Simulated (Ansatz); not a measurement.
Mulliken charges of `[NH2][Ga]([F])[F]` from ωB97M-V/def2-TZVPP in Ansatz (PBE0-D4/def2-TZVP geometry).

| atom | x (Å) | y (Å) | z (Å) | charge (e) |
| --- | --- | --- | --- | --- |
| N1 | -0.297 | 0.964 | -0.173 | -0.339 |
| Ga2 | 0.284 | -0.715 | 0.042 | 0.820 |
| F3 | 1.685 | -1.102 | 0.998 | -0.372 |
| F4 | -0.455 | -2.068 | -0.763 | -0.372 |
| H5 | 0.025 | 1.705 | 0.426 | 0.132 |
| H6 | -1.200 | 1.152 | -0.575 | 0.132 |

Question: By hand: the dipole of these point charges (1 e Å = 4.8032 D).

Answer: Σ q r = (-0.279, 0.643, -0.014) e Å, of length 0.701 e Å = 3.37 D.

Question: How does the dipole of the full density compare? (Estimate.)

Answer: The calculation gave: (-0.301, 0.603, 0.035) e Å, 3.24 D; the point charges give 1.04 times that, at 5° from its direction.

Point charges leave out the atoms' own dipoles, such as those of lone pairs, and Mulliken's split depends on the basis, so the close match here is no proof of good charges.
